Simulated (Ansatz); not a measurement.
Reaction (hydrogenolysis of the Si–Cl bond): `CO[Si](O)([SiH3])Cl` + H₂ → `CO[SiH](O)[SiH3]` + HCl

Isolated molecules relaxed with PBE0-D4/def2-TZVP in Ansatz; ΔE leaves out vibrations. CCSD(T)/CBS adds triple-zeta CCSD(T) − MP2 to the extrapolated MP2 energy (def2 sets, frozen cores). This one scheme is used for every species. One conformer a species, not always the lowest.

| species | CCSD(T)/CBS(def2) energy (Eh) |
| --- | --- |
| `CO[Si](O)([SiH3])Cl` | -1230.68929 |
| H₂ | -1.17544 |
| `CO[SiH](O)[SiH3]` | -771.44542 |
| HCl | -460.38127 |

(1) Work out ΔE.

Largest T1 diagnostic among the species: 0.012.

Answers

(1) ΔE = (-771.44542) + (-460.38127) − (-1230.68929) − (-1.17544) = 0.03804 Eh = +99.9 kJ/mol.

In def2-TZVPP, CCSD(T) changes the Hartree–Fock value by +10.2 kJ/mol (the triples alone add +4.1 kJ/mol) and MP2 by +20.8 kJ/mol. The D4 term adds +12.8 kJ/mol with B3LYP and +7.0 kJ/mol with PBE0; it sums over pairs of atoms, weighted by their polarisabilities, and B3LYP, whose exchange is more repulsive, gets the larger term.

B3LYP here is the variant with VWN-RPA as its local correlation; programs differ in this.
